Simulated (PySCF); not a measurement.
Mapped SMILES: `[N:1]#[C:2][CH:3]1[CH2:4][SiH2:5][CH2:6]1`. Hydrogens are named by the atom that carries them. Ha(C4), Ha(Si5), Ha(C6) are cis to C2 on the ring; Hb(C4), Hb(Si5), Hb(C6) are trans to C2 on the ring.

Geometry: PBE0-D3(BJ)/def2-SVP; GIAO absolute shieldings from PySCF 2.14, gas phase, non-relativistic, averaged over equivalent atoms.

At BP86/pcSseg-1 (144 basis functions, 29 s wall time on 1 thread of an Arm Neoverse N1, shared host):
```tsv
atoms	σ (ppm)
N1	-32.4
C2	55.8
C3	153.6
C4/C6	160.4
Si5	364.7
Ha(Si5)	26.43
Hb(Si5)	26.51
H(C3)	28.27
Ha(C4)/Ha(C6)	29.53
Hb(C4)/Hb(C6)	29.74
```

What do these become at B97-2/pcSseg-1?

## Answers


| atoms | σ at B97-2/pcSseg-1 | change |
| --- | --- | --- |
| N1 | -29.3 | +3.1 |
| C2 | 59.0 | +3.2 |
| C3 | 159.6 | +6.0 |
| C4/C6 | 165.6 | +5.2 |
| Si5 | 386.3 | +21.6 |
| Ha(Si5) | 26.75 | +0.32 |
| Hb(Si5) | 26.82 | +0.31 |
| H(C3) | 28.55 | +0.28 |
| Ha(C4)/Ha(C6) | 29.72 | +0.19 |
| Hb(C4)/Hb(C6) | 29.90 | +0.16 |

The largest change is at Si5 (silicon bonded to 2 C, 2 H, in a 4-membered ring). Cost: 144 basis functions, 12 s wall time on 1 thread of an Arm Neoverse V1, shared host. The order of the carbon signals is the same at both levels.
